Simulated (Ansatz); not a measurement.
Molecule: NH3 (charge +1, doublet). SMILES: [NH3+]
Structure (B3LYP-D3(BJ)/def2-TZVP (Ansatz, an electronic-structure program) minimum search):
```
N
H 1 1.0255
H 1 1.0255 2 120.00
H 1 1.0255 2 120.00 3 -180.00
```
Charge +1, spin multiplicity 2.

Property: vertical electron affinity (to the singlet state of charge +0; a negative value means that the extra electron is unbound and the number depends on the basis; each state is the SCF solution reached for its spin; the molecule has degenerate orbitals, so one determinant may break the symmetry), in eV. Correlated levels leave the core frozen unless marked. Open shells are spin-unrestricted. No spin-orbit coupling. Non-relativistic. CBS(X,Y): correlation extrapolated as X^-3; Hartree-Fock from the larger set.

```csv
level,program,vertical electron affinity (eV)
HF/aug-cc-pVDZ,Ansatz,8.31
HF/def2-QZVPPD,Ansatz,8.31
PBE0/def2-TZVPD,Ansatz,9.79
BHLYP/def2-TZVPD,Ansatz,9.62
wB97X/def2-TZVPD,Ansatz,9.89
MP2/def2-SVPD,Ansatz,9.82
MP2/def2-TZVPPD,Ansatz,9.93
```

Question: What does CCSD(T)/CBS(aug-cc-pVTZ,aug-cc-pVQZ) (Ansatz) give?

Answer: 9.94 eV
